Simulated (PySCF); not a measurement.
Computed structure and properties of [HfF3(NH3)]+

System: [HfF3(NH3)]+ (singlet); start: template (C3v). Method: PySCF 2.14.0, RKS PBE0, Hf def2-SVP with ECP60, F def2-SVP, N def2-SVP, H def2-SVP; non-relativistic Hamiltonian with scalar-relativistic core potentials where named; density fitting; no spin-orbit coupling.

Input of the relaxation:

```python
mol = gto.M(atom='''
Hf     0.00921    -0.00921     0.00921
F      1.08171     1.06329     1.08171
F     -1.06329    -1.08171     1.08171
F      1.08171    -1.08171    -1.06329
N     -1.28409     1.28409    -1.28409
H     -1.89719     1.89719    -0.74699
H     -0.74699     1.89719    -1.89719
H     -1.89719     0.74699    -1.89719''',
    basis={'Hf': 'def2-SVP', 'F': 'def2-SVP', 'N': 'def2-SVP', 'H': 'def2-SVP'},
    ecp={'Hf': 'def2-SVP'},
    charge=1, spin=0)
mf = dft.RKS(mol, xc='PBE0')
mf.grids.atom_grid = (50, 194)
mf = mf.density_fit()  # fitting sets: Hf def2-universal-JKFIT, F def2-universal-JKFIT, N def2-universal-JKFIT, H def2-universal-JKFIT
mf.conv_tol = 1e-08; mf.max_cycle = 55
mf.kernel(dm0)  # dm0: converged density of the start geometry
# quasi-Newton relaxation in Cartesian coordinates to a largest gradient under 0.00045 Eh/bohr, steps kept in the point group
```

Run from Python with OMP_NUM_THREADS=2; the lines above give its settings. Where DIIS fails, smearing, a level shift and second-order steps follow.
It took 43 s on 2 threads of Arm Neoverse V2, with other jobs on the host, from the converged density of the start.

Course of the relaxation:

```tsv
step	energy above end (eV)	largest force component within the symmetry (eV/Å)
0	0.0889	0.465
1	0.0443	0.501
2	0.0216	0.302
3	0.0111	0.096
4	0.0072	0.036
5	0.0041	0.087
6	0.0011	0.084
7	0.0001	0.040
8	0.0000	0.016
9	0.0000	0.001
```

Relaxed geometry (C3v):

```xyz
8

Hf    0.0694   -0.0694    0.0694
F     1.0473    1.2011    1.0473
F    -1.2011   -1.0473    1.0473
F     1.0473   -1.0473   -1.2011
N    -1.2423    1.2423   -1.2423
H    -1.8645    1.8645   -0.7078
H    -0.7078    1.8645   -1.8645
H    -1.8645    0.7078   -1.8645
```

```tsv
contact	Å
Hf1–F2 (F)	1.878
Hf1–F3 (F)	1.878
Hf1–F4 (F)	1.878
Hf1–N5 (NH3)	2.272
```

On the finer grid (75, 302):

```json
{"HOMO": "-16.80 eV", "LUMO": "-6.56 eV", "Dipole about the centre of mass": "7.57 D", "Set of Mulliken populations of Hf1 outside the core potential": "s 2.27, p 6.24, d 1.73, f 0.22", "D3(BJ) dispersion energy (not in the energies)": "-0.109 eV"}
```

```tsv
atom	Mulliken (e)	Löwdin (e)	spin (e)
Hf1	1.54	0.76	0.00
F2	-0.29	-0.09	0.00
F3	-0.29	-0.09	0.00
F4	-0.29	-0.09	0.00
N5	-0.35	0.04	0.00
H6	0.23	0.15	0.00
H7	0.23	0.15	0.00
H8	0.23	0.15	0.00
```

On the grid (50, 194), as all that follows. Harmonic modes: a minimum; lowest 90 cm⁻¹ (negative: unstable), highest 3517 cm⁻¹, zero-point energy 1.222 eV.

Taking off one F (charge -1, singlet; the rest: singlet) in vacuum, both parts rigid, costs 18.44 eV; the small basis without counterpoise inflates it. Most of it is the attraction of opposite charges; other ways to part are cheaper, and one spin state was tried for the rest.

Rigid scan of F along the line from its metal:

| distance to F2 (Å) | energy (eV) |
| --- | --- |
| 1.58 | 2.428 |
| 1.68 | 0.905 |
| 1.78 | 0.191 |
| 1.88 | 0.000 |
| 1.98 | 0.139 |
| 2.08 | 0.479 |
| 2.28 | 1.452 |
| 2.58 | 3.079 |
| 2.98 | 4.983 |
| 3.48 | 6.673 |

Taking off one NH3 (charge 0, singlet; the rest: singlet) in vacuum, both parts rigid, costs 3.48 eV; the small basis without counterpoise inflates it.

Rigid scan of NH3 along the line from its metal:

| distance to N5 (Å) | energy (eV) |
| --- | --- |
| 1.97 | 0.698 |
| 2.07 | 0.266 |
| 2.17 | 0.057 |
| 2.27 | 0.000 |
| 2.37 | 0.043 |
| 2.47 | 0.151 |
| 2.67 | 0.469 |
| 2.97 | 1.013 |
| 3.37 | 1.654 |
| 3.87 | 2.231 |

One start shape was tried, so this needn't be the lowest isomer.
